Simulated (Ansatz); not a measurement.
## InH2F (SMILES [H][In]([H])[F]): the vertical energy of the triplet above the singlet from total energies

The species is InH2F (4 atoms), meant as a singlet with charge 0. SMILES: `[H][In]([H])[F]`. Geometry: a GFN2-xTB relaxation, a rough one for these elements and not checked as a minimum.

Both states at this one shape; open shells run unrestricted unless said. 1 Eh = 27.2114 eV.

```tsv
level	program	singlet InH2F (Eh)	triplet InH2F (Eh)
BLYP/STO-3G	Ansatz	-5784.272879	-5784.133200
BHLYP/STO-3G	Ansatz	-5784.588917	-5784.412338
CCSD/STO-3G, 19 core orbitals frozen	Ansatz	-5782.127145	-5781.951997
```

**Question.** Work out the vertical gap, second state less first, at each level.

**Answer.** 
1. BLYP/STO-3G: -5784.133200 − (-5784.272879) = 0.139679 Eh = 3.80 eV.
2. BHLYP/STO-3G: -5784.412338 − (-5784.588917) = 0.176579 Eh = 4.80 eV.
3. CCSD/STO-3G: -5781.951997 − (-5782.127145) = 0.175148 Eh = 4.77 eV.

No measured value is set beside it here; the levels span 3.80 to 4.80 eV. Spin-orbit coupling, which splits open shells on such heavy atoms by tenths of an eV, is left out. Minimal sets are far from the basis-set limit. All-electron rows are non-relativistic unless named.
